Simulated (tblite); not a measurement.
Species: C6H9OS (doublet state).
Z-matrix (Å and degrees, GFN2-xTB geometry), rows numbered from 1:
```
C 
C   1  1.3218
O   2  1.3601  1  128.43
C   3  1.3910  2  118.78  1    -3.79
C   4  1.5239  3  109.14  2  -172.28
C   5  1.5284  4  106.94  3   -81.46
C   6  1.4836  5  105.47  4   -41.94
S   7  1.7148  6  113.75  5    27.91
H   1  1.0734  2  119.78  3   180.00
H   1  1.0750  2  123.55  3    -1.30
H   2  1.0814  1  122.57  3  -179.98
H   4  1.0965  3  110.93  2   -46.83
H   5  1.0906  4  108.86  3   159.80
H   5  1.0895  4  109.39  3    40.22
H   6  1.0926  5  111.60  4  -162.70
H   6  1.1003  5  109.56  4    78.34
H   7  1.0708  6  124.33  5  -174.81
```

Computed with GFN2-xTB (tblite): harmonic, unscaled wavenumbers at the GFN2-xTB geometry, gas phase. This tight-binding method is rough: wavenumbers can miss measured ones by several per cent, in bad cases by 10 to 20. One conformer, not necessarily the lowest. Open shells enter through the occupations alone, without spin polarisation, and single modes of such species can be off by tens of per cent.

Harmonic wavenumbers (cm⁻¹): 73.1, 92.9, 148.7, 180.4, 226.2, 331.3, 353.8, 365.5, 527.7, 569.5, 600.3, 653.4, 702.9, 825.6, 838.2, 865.8, 930.3, 953.5, 989.3, 989.6, 1033.6, 1044.8, 1086.4, 1130.0, 1142.4, 1170.1, 1197.3, 1226.5, 1275.1, 1287.0, 1302.2, 1308.6, 1403.5, 1451.0, 1464.1, 1704.8, 2846.8, 2899.2, 2961.8, 2997.1, 3007.7, 3071.5, 3132.4, 3161.3, 3164.2.

A = 3290, B = 1373, C = 1104 MHz; mass 129.037 u (most abundant isotopes); point group C1, symmetry number 1; spin multiplicity 2.

**Question.** What is the zero-point energy?

**Answer.** Half the sum of the wavenumbers: 29344 cm⁻¹ = 351.03 kJ/mol.

**Question.** Entropy at 400 K, 1 bar (ideal gas, RRHO, classical rotation)?

**Answer.** Translation 175.58, rotation 123.14, vibration 128.86, spin (R ln 2) 5.76: S = 433.3 J/(mol K).

**Question.** And Cp and H(400 K) − H(0)?

**Answer.** Cp = 180.71 J/(mol K), of which vibrations give 147.46 (their classical limit is 45 R = 374.2); H(400 K) − H(0) = 41.52 kJ/mol without the zero-point energy, 28.21 from vibrations.

**Question.** How do the functions run with temperature in this model?

**Answer.** 
```tsv
T (K)	S (J/(mol K))	Cp (J/(mol K))	H − H(0) (kJ/mol)	G − H(0) (kJ/mol)	ln q(vib)
50	242.1	47.9	1.91	-10.20	0.22
100	281.4	67.2	4.80	-23.34	1.00
298.15	386.3	140.8	25.10	-90.06	4.89
373.15	421.1	170.7	36.80	-120.35	6.45
500	477.4	213.9	61.30	-177.38	9.15
750	576.1	272.1	122.66	-309.40	14.48
1000	659.7	308.8	195.59	-464.15	19.54
```

q(vib) and H(0) count from the zero-point level.

**Question.** Which modes carry the vibrational entropy at 400 K?

**Answer.** 73.1 cm⁻¹: 19.45; 92.9 cm⁻¹: 17.47; 148.7 cm⁻¹: 13.62; 180.4 cm⁻¹: 12.05; 226.2 cm⁻¹: 10.25; 331.3 cm⁻¹: 7.33 J/(mol K); the other 39 give 48.69 together.

**Question.** What must be added to the electronic energy to get the Gibbs energy at 400 K and 1 bar?

**Answer.** ZPE + [H(400 K) − H(0)] − T·S = 351.03 + 41.52 − 173.34 = 219.21 kJ/mol.

Hindered rotation and anharmonicity are outside this model. Other conformers, if any are populated, would add a mixing term that is left out. The structure is chiral; the term R ln 2 for an equal mix with its mirror image is left out.
